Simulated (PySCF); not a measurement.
Cl5Si2, doublet, at a GFN2-xTB geometry; HF/STO-3G (PySCF).

PySCF was given this input:
```python
from pyscf import gto, scf

mol = gto.M(
    atom='''
Cl    1.922449   -1.908326   -0.820101
Si    1.355162    0.019861   -0.536321
Cl    2.565579    0.781345    0.904207
Si   -0.886892    0.195289    0.023964
Cl   -1.640913   -0.729057    1.668758
Cl   -1.289367    2.171072    0.232505
Cl   -1.943383   -0.492216   -1.563429
''',
    basis='sto-3g',
    charge=0,
    spin=1,
    verbose=3,
)

mf = scf.UHF(mol)
mf.kernel()
mf.analyze()
```

What the program printed (banner, timings and long lists left out):

```
converged SCF energy = -2844.35345019504  <S^2> = 0.75350702  2S+1 = 2.003504
**** MO energy ****
                             alpha | beta                alpha | beta
MO #1   energy= -103.716735429543  | -103.71639332505   occ= 1 | 1
MO #2   energy= -103.711057414094  | -103.71106508186   occ= 1 | 1
MO #3   energy= -103.711029304432  | -103.711031646628  occ= 1 | 1
MO #4   energy= -103.704984008706  | -103.704459619872  occ= 1 | 1
MO #5   energy= -103.704940617345  | -103.704418685729  occ= 1 | 1
MO #6   energy= -68.207406812346   | -68.2062907413862  occ= 1 | 1
MO #7   energy= -68.1338642887857  | -68.125706963073   occ= 1 | 1
MO #8   energy= -10.4055135963645  | -10.4050375930637  occ= 1 | 1
MO #9   energy= -10.4010150304723  | -10.4010226658858  occ= 1 | 1
MO #10  energy= -10.4008571614223  | -10.4008624396824  occ= 1 | 1
MO #11  energy= -10.3951687713531  | -10.3944272613339  occ= 1 | 1
MO #12  energy= -10.3950220574922  | -10.3942848061145  occ= 1 | 1
MO #13  energy= -7.84999326814009  | -7.84841567535771  occ= 1 | 1
MO #14  energy= -7.84486397425228  | -7.84492988653316  occ= 1 | 1
MO #15  energy= -7.84466509759406  | -7.84472286627807  occ= 1 | 1
MO #16  energy= -7.84350578142478  | -7.84318114049149  occ= 1 | 1
MO #17  energy= -7.84337032148     | -7.8430787294363   occ= 1 | 1
MO #18  energy= -7.8393867835076   | -7.83905612921336  occ= 1 | 1
MO #19  energy= -7.83922315569003  | -7.83903006448606  occ= 1 | 1
MO #20  energy= -7.83907970728165  | -7.83894306348614  occ= 1 | 1
MO #21  energy= -7.83903104240835  | -7.83885991784987  occ= 1 | 1
MO #22  energy= -7.83892376441046  | -7.83813598710031  occ= 1 | 1
MO #23  energy= -7.83890996219839  | -7.83791702582429  occ= 1 | 1
MO #24  energy= -7.83367392710353  | -7.83280510379595  occ= 1 | 1
MO #25  energy= -7.83359224818824  | -7.83269294356964  occ= 1 | 1
MO #26  energy= -7.83301849322496  | -7.83184898500767  occ= 1 | 1
MO #27  energy= -7.83288769879972  | -7.83182244686204  occ= 1 | 1
MO #28  energy= -6.17972561818258  | -6.17763638234775  occ= 1 | 1
MO #29  energy= -6.12223676948921  | -6.10758595611101  occ= 1 | 1
MO #30  energy= -4.20451106131837  | -4.20302448748328  occ= 1 | 1
MO #31  energy= -4.20363739251982  | -4.20265642837042  occ= 1 | 1
MO #32  energy= -4.20320698215804  | -4.20038034001802  occ= 1 | 1
MO #33  energy= -4.15277586115228  | -4.13478584614165  occ= 1 | 1
MO #34  energy= -4.14098673664277  | -4.13458514108147  occ= 1 | 1
MO #35  energy= -4.14028188876976  | -4.11915665085659  occ= 1 | 1
MO #36  energy= -1.11726181359274  | -1.11463342035458  occ= 1 | 1
MO #37  energy= -1.08955564792722  | -1.07904988250991  occ= 1 | 1
MO #38  energy= -1.0516209212677   | -1.05124585644032  occ= 1 | 1
MO #39  energy= -1.05081380169325  | -1.0481705419315   occ= 1 | 1
MO #40  energy= -1.04440277400264  | -1.03812794090666  occ= 1 | 1
MO #41  energy= -0.749248076754003 | -0.718894428112097 occ= 1 | 1
MO #42  energy= -0.647310030939324 | -0.620283724043059 occ= 1 | 1
MO #43  energy= -0.542948288377702 | -0.535222728595162 occ= 1 | 1
MO #44  energy= -0.53519707325854  | -0.532598275503835 occ= 1 | 1
MO #45  energy= -0.534458334139931 | -0.52430919074126  occ= 1 | 1
MO #46  energy= -0.507331848491877 | -0.494822203446172 occ= 1 | 1
MO #47  energy= -0.494320175179445 | -0.46342468530745  occ= 1 | 1
MO #48  energy= -0.466336886659449 | -0.459713198015851 occ= 1 | 1
MO #49  energy= -0.453733070741404 | -0.452991886143627 occ= 1 | 1
MO #50  energy= -0.452615452186107 | -0.449388206859157 occ= 1 | 1
MO #51  energy= -0.444402219198158 | -0.433126825748496 occ= 1 | 1
MO #52  energy= -0.430458746677313 | -0.430543302524489 occ= 1 | 1
MO #53  energy= -0.430288429174491 | -0.42984735724727  occ= 1 | 1
MO #54  energy= -0.43024334556804  | -0.429658138053186 occ= 1 | 1
MO #55  energy= -0.424705162827553 | -0.424331378296088 occ= 1 | 1
MO #56  energy= -0.398960049742685 | -0.380647302683037 occ= 1 | 1
MO #57  energy= -0.315882378312348 | 0.0708383309914363 occ= 1 | 0
MO #58  energy= 0.197624050491236  | 0.219153166619928  occ= 0 | 0
MO #59  energy= 0.244396798418271  | 0.264515605030249  occ= 0 | 0
MO #60  energy= 0.248826679577556  | 0.272759317519676  occ= 0 | 0
MO #61  energy= 0.317468061766892  | 0.334417272064032  occ= 0 | 0
MO #62  energy= 0.370653139238482  | 0.399711296935483  occ= 0 | 0
MO #63  energy= 0.381623352507507  | 0.408886533996073  occ= 0 | 0

To work with the spin densities directly, `use mulliken_meta_spin()` only printing them here.

 ** Mulliken spin pop alpha/beta on meta-lowdin orthogonal AOs **
 ** Mulliken Spin Density (per atom)  **
spin density of  0 Cl =      0.04523
spin density of  1 Si =      0.79994
spin density of  2 Cl =      0.04546
spin density of  3 Si =      0.07877
spin density of  4 Cl =      0.03232
spin density of  5 Cl =     -0.00063
spin density of  6 Cl =     -0.00110
 ** Mulliken pop alpha/beta on meta-lowdin orthogonal AOs **
 ** Mulliken atomic charges   ( Nelec_alpha | Nelec_beta ) **
charge of  0Cl =     -0.25589  (     8.65056      8.60533 )
charge of  1Si =      0.57375  (     7.11310      6.31315 )
charge of  2Cl =     -0.25566  (     8.65056      8.60510 )
charge of  3Si =      0.70319  (     6.68779      6.60902 )
charge of  4Cl =     -0.24269  (     8.63750      8.60518 )
charge of  5Cl =     -0.26120  (     8.63029      8.63091 )
charge of  6Cl =     -0.26151  (     8.63020      8.63131 )
Dipole moment(X, Y, Z, Debye):  1.13204,  0.85352, -1.76503
```
